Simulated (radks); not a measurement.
Problem. Numerical settings for the antimony ion Sb2+, [Kr] 4d10 5s2 5p1. Method: non-relativistic Kohn-Sham, SCAN, spin-unpolarised, spherical densities, point nucleus; meta-GGA in the generalised Kohn-Sham scheme; relativity is left out, which matters for an element this heavy; computed with a radial shooting solver on a logarithmic mesh with Libxc functionals. The defaults (mesh step 0.008 in ln r, mesh end at 40 bohr or more with all orbitals vanishing there, Anderson mixing 0.5 over 9 steps, residual threshold near 1e-9 with the energy settled to 1e-9 hartree or 1e-11 of itself, here a cap of 71 iterations) give E = -6315.469 hartree and 5p at -20.050 eV in 20 iterations. Run on one thread of a shared host, so times are rough (Arm Neoverse V2): 0.13 s of CPU time, 0.13 s wall, 20 iterations on 2541 mesh points. One setting is changed at a time: mesh step in ln r 0.005; mesh step in ln r 0.02; mesh step in ln r 0.03; mesh end (bohr) 8; mesh end (bohr) 2; residual threshold 0.01; residual threshold 0.001; mixing 1.5; linear mixing, mixing 0.8; linear mixing, mixing 0.2; mixing history 20; iteration cap 2. Which runs fail to converge, and which converge to a wrong energy?

Solution. Not converged within the cap: linear mixing, mixing 0.2; iteration cap 2. Settled on a wrong energy, with an occupied level pushed above zero by the early mesh end: mesh end (bohr) 2 (+9.78 hartree). Apart from these: settings that end as converged yet miss the energy by more than 1 mhartree: mesh step in ln r 0.005 (+0.00132 hartree); mesh step in ln r 0.02 (+0.00544 hartree); mesh step in ln r 0.03 (+0.0416 hartree).
